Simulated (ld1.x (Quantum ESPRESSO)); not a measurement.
## What one change does to a pseudopotential (Ag (Z = 47), TM)

Ag, norm-conserving Troullier–Martins (Kleinman–Bylander form), made with ld1.x (Quantum ESPRESSO) 7.5 (PBE, scalar-relativistic). Core [Kr], reference 4d10 5s1 5p0. Waves: 5s (bound): rc 2.65 bohr; 5p (bound, empty): rc 2.70 bohr; 4d (bound): rc 1.95 bohr. Local part: all-electron potential smoothed inside 1.90 bohr (lloc = -2). Core correction: none.

All-electron outer shells of the reference configuration (PBE, scalar-relativistic, ld1.x):

```json
{"shell": "4s", "level (eV)": "-95.05", "outermost node (bohr)": "0.44", "outermost maximum (bohr)": "0.82"}
{"shell": "4p", "level (eV)": "-58.57", "outermost node (bohr)": "0.44", "outermost maximum (bohr)": "0.87"}
{"shell": "4d", "level (eV)": "-7.44", "outermost node (bohr)": "0.43", "outermost maximum (bohr)": "1.04"}
{"shell": "5s", "level (eV)": "-4.40", "outermost node (bohr)": "1.11", "outermost maximum (bohr)": "2.49"}
{"shell": "5p", "level (eV)": "-0.74", "outermost node (bohr)": "1.25", "outermost maximum (bohr)": "3.86"}
```

Change: local potential all-electron potential smoothed inside 1.74 bohr (lloc = -2).

Cutoffs: the cutoffs (Ry, on a coarse ladder) from which the occupation-weighted sum of valence levels, in a spherical-Bessel basis at the reference potential, stays within 10 and 1 mRy of its value at 400 Ry; they do not see the model core or the augmentation charge, which bear on the density cutoff. Errors are all-electron minus pseudo energies relative to the spin-unpolarised reference configuration.

**Question.** Predict the effect on cutoff, ghosts and configuration errors.

**Answer.** The potential gets neither clearly harder nor softer (55 Ry and 90 Ry → 55 Ry and 90 Ry); of the 7 tests that both files solve, the error grows in 1 and shrinks in 4 by more than 15 % and 0.3 meV (median size 40.2 → 14.5 meV); neither file shows a bound ghost at the reference potential, the only one tested.

| quantity | base | changed |
| --- | --- | --- |
| cutoff, loose | 55 Ry | 55 Ry |
| cutoff, tight | 90 Ry | 90 Ry |
| bound ghosts | none | none |
| error for 4d10 5s0 5p0, meV [ΔE 7.76 eV] | +6.5 | +6.5 |
| error for 4d9 5s0 5p0, meV [ΔE 29.87 eV] | +3.8 | +13 |
| error for 4d8 5s0 5p0, meV [ΔE 66.06 eV] | -159 | -117 |
| error for 4d10 5s0 5p1, meV [ΔE 3.87 eV] | +2.1 | +2.1 |
| error for 4d9 5s2 5p0, meV [ΔE 4.08 eV] | -40 | -14 |
| error for 4d9 5s1 5p1, meV [ΔE 8.57 eV] | -45 | -20 |
| error for 4d7 5s0 5p0, meV [ΔE 117.78 eV] | -572 | -469 |
| s: phases at 2.95 bohr within 0.05 rad from the reference energy up to (Ry; the scan ends near 5) | 0.9 | 0.4 |
| p: phases at 2.95 bohr within 0.05 rad from the reference energy up to (Ry; the scan ends near 5) | 1.7 | 1.5 |
| d: phases at 2.95 bohr within 0.05 rad from the reference energy up to (Ry; the scan ends near 5) | 1.2 | 1.3 |

Changed file: These tests converged, but a pseudo level misses the all-electron one widely, so the file describes the atom poorly there or has found another state: 4d7 5s0 5p0: empty 5s by 7.2 eV.
